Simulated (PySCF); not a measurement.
Task: Give a GFN2-xTB geometry of `Cc1ccncc1`.

Result: 
```xyz
14
C6H7N angstrom
C      2.0001   -0.1292    0.1046
C      0.5092   -0.0314    0.0351
C     -0.1297    1.1939   -0.1236
C     -1.5125    1.2257   -0.1952
N     -2.2726    0.1466   -0.1200
C     -1.6686   -1.0202    0.0274
C     -0.2935   -1.1648    0.1082
H      2.4087   -0.2554   -0.8985
H      2.4284    0.7748    0.5310
H      2.3050   -0.9858    0.7013
H      0.4434    2.1069   -0.1881
H     -2.0434    2.1614   -0.3173
H     -2.3238   -1.8802    0.0849
H      0.1485   -2.1428    0.2281
```

Orientation and origin are arbitrary. Atoms count from 1 in this order. The C–C distances run from 1.385 Å (C6–C7, aromatic) to 1.496 Å (C1–C2, drawn single), a spread of 0.111 Å. N5 (pyridine-type nitrogen) is bent (angle 117.6°). The 7 heavy atoms lie in one plane (0.003 Å rms). Of the pairs four or more bonds apart, H10···H14 is among the closest relative to their van der Waals radii: 2.49 Å, 104 % of the sum of Bondi's values.

Bonds between heavy atoms (Å): C1–C2 1.496, C2–C3 1.391, C3–C4 1.385, C4–N5 1.322, N5–C6 1.322, C6–C7 1.385, C2–C7 1.391.

The geometry is computed with GFN2-xTB (gas phase).

Point group: Cs (tolerance 0.08 Å). No GFN2-xTB frequencies stand behind this structure, so it isn't proved a minimum.
